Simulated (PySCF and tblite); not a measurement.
The numbers below are computed, except where a source is named.
**Barrier and rate of a pyramidal inversion**

System: C3H9F2NSi2, numbered as in [F:1][CH:2]([F:3])[SiH2:4][SiH2:5][N:6]1[CH2:7][CH2:8]1.

Motion: pyramidal inversion at N6. Level: PBE0/pcSseg-1 + D3(BJ), IEF-PCM dichloromethane on GFN2-xTB stationary points, with GFN2-xTB thermal terms. Rates follow Eyring's equation with the number of equivalent paths and no tunnelling. (PySCF 2.14 with density fitting, tblite 0.8.)

```tsv
point	symmetry	E(GFN2) kcal/mol	E(DFT) kcal/mol	ZPE change kcal/mol	lowest mode cm⁻¹	dipole D
start	C1	0.0	0.0	0.00	20	3.08
saddle	Cs	2.8	3.5	-0.48	184i	3.52
end	C1	0.0	0.0	0.00	21	3.08
```

```
Electronic barrier                                      : 3.5 kcal/mol
Barrier with zero-point energy                          : 3.0 kcal/mol
ΔH‡ (298 K)                                             : 2.7 kcal/mol
ΔS‡ (298 K, symmetry apart)                             : -1.7 cal/(mol K)
Paths                                                   : 1 equivalent path
End point                                               : the same structure with atoms interchanged, or its mirror image
Mean lifetime of the start against this motion at 298 K : 38 ps
Cost                                                    : 79 s on 1 thread of Arm Neoverse V1, on a host shared with other jobs (rough), peak memory 1.1 GiB, launched as `OMP_NUM_THREADS=1 python ens_run.py task.json out`
```

```csv
T/K,ΔG‡ kcal/mol,k s⁻¹
200,3.1,1.8×10⁹
250,3.1,9.1×10⁹
298,3.2,2.6×10¹⁰
350,3.3,6×10¹⁰
400,3.5,1.1×10¹¹
```

ΔG and ΔG‡ leave out symmetry numbers and mirror images; rates count paths: 1 out.
